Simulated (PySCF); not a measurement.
C2H5AlCl2, SMILES C[CH2][Al]([Cl])[Cl]. Geometry: ωB97X-D3(BJ)/def2-SVP. The structure was generated by enumeration; whether it is a known compound was not checked. One conformer was computed; it need not be the lowest.

**Question.** Give the equilibrium geometry at ωB97X-D3(BJ)/def2-SVP (PySCF confirms it by a frequency run) as bond lengths and angles. (An estimate is asked for; the answer gives what the named calculation found.)

**Answer.** One answer among several that fit: 
Atoms: Al1 Cl2 Cl3 C4 C5 H6 H7 H8 H9 H10. Bonded distances (Å): Al1–Cl2 2.095, Al1–Cl3 2.095, Al1–C4 1.937, C4–C5 1.536, C4–H6 1.106, C4–H7 1.106, C5–H8 1.102, C5–H9 1.102, C5–H10 1.102. Angles (°): Cl2–Al1–Cl3 116.6, Cl2–Al1–C4 121.2, Cl3–Al1–C4 122.1, Al1–C4–C5 115.3, Al1–C4–H6 107.4, Al1–C4–H7 107.3, C5–C4–H6 110.9, C5–C4–H7 110.8, H6–C4–H7 104.5, C4–C5–H8 111.6, C4–C5–H9 111.6, C4–C5–H10 111.7, H8–C5–H9 106.7, H8–C5–H10 107.4, H9–C5–H10 107.4.
Charge 0, spin multiplicity 1.
